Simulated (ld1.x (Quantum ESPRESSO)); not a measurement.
**Reading a pseudo-wave (nitrogen)**

Columns: radius, all-electron u(r) and pseudo u(r) of the 2p shell (level -20.63 eV) of nitrogen in the configuration [He] 2s2 2p2; revPBE, scalar-relativistic, TM scheme, ld1.x (Quantum ESPRESSO) 7.5.

```json
{"r (bohr)": "0.078", "all-electron": "0.0533", "pseudo": "0.0223"}
{"r (bohr)": "0.155", "all-electron": "0.1647", "pseudo": "0.0858"}
{"r (bohr)": "0.232", "all-electron": "0.2927", "pseudo": "0.1833"}
{"r (bohr)": "0.310", "all-electron": "0.4183", "pseudo": "0.3059"}
{"r (bohr)": "0.388", "all-electron": "0.5299", "pseudo": "0.4389"}
{"r (bohr)": "0.465", "all-electron": "0.6226", "pseudo": "0.5668"}
{"r (bohr)": "0.542", "all-electron": "0.6980", "pseudo": "0.6797"}
{"r (bohr)": "0.620", "all-electron": "0.7575", "pseudo": "0.7703"}
{"r (bohr)": "0.698", "all-electron": "0.8006", "pseudo": "0.8334"}
{"r (bohr)": "0.775", "all-electron": "0.8285", "pseudo": "0.8692"}
{"r (bohr)": "0.852", "all-electron": "0.8435", "pseudo": "0.8826"}
{"r (bohr)": "0.930", "all-electron": "0.8475", "pseudo": "0.8790"}
{"r (bohr)": "1.008", "all-electron": "0.8422", "pseudo": "0.8638"}
{"r (bohr)": "1.085", "all-electron": "0.8295", "pseudo": "0.8420"}
{"r (bohr)": "1.162", "all-electron": "0.8109", "pseudo": "0.8168"}
{"r (bohr)": "1.240", "all-electron": "0.7874", "pseudo": "0.7894"}
{"r (bohr)": "1.318", "all-electron": "0.7603", "pseudo": "0.7607"}
{"r (bohr)": "1.395", "all-electron": "0.7309", "pseudo": "0.7310"}
{"r (bohr)": "1.472", "all-electron": "0.6999", "pseudo": "0.6999"}
{"r (bohr)": "1.550", "all-electron": "0.6674", "pseudo": "0.6674"}
{"r (bohr)": "1.628", "all-electron": "0.6343", "pseudo": "0.6343"}
{"r (bohr)": "1.705", "all-electron": "0.6016", "pseudo": "0.6016"}
{"r (bohr)": "1.782", "all-electron": "0.5692", "pseudo": "0.5692"}
{"r (bohr)": "1.860", "all-electron": "0.5370", "pseudo": "0.5370"}
{"r (bohr)": "1.938", "all-electron": "0.5057", "pseudo": "0.5057"}
{"r (bohr)": "2.015", "all-electron": "0.4757", "pseudo": "0.4757"}
```

(1) How many radial nodes do the two functions have?

(2) At about which radius was the pseudo-wave matched?

(3) Is the pseudo-wave norm-conserving?

Answers

(1) The all-electron 2p function has n − l − 1 = 0; the pseudo-wave has 0.

(2) 1.50 bohr. The columns agree to 0.0005 from 1.32 bohr on; several derivatives are matched, so the curves merge somewhat inside the radius.

(3) Yes: the TM scheme keeps the norm inside the radius equal to the all-electron one, which fixes the energy derivative of the logarithmic derivative at the level.
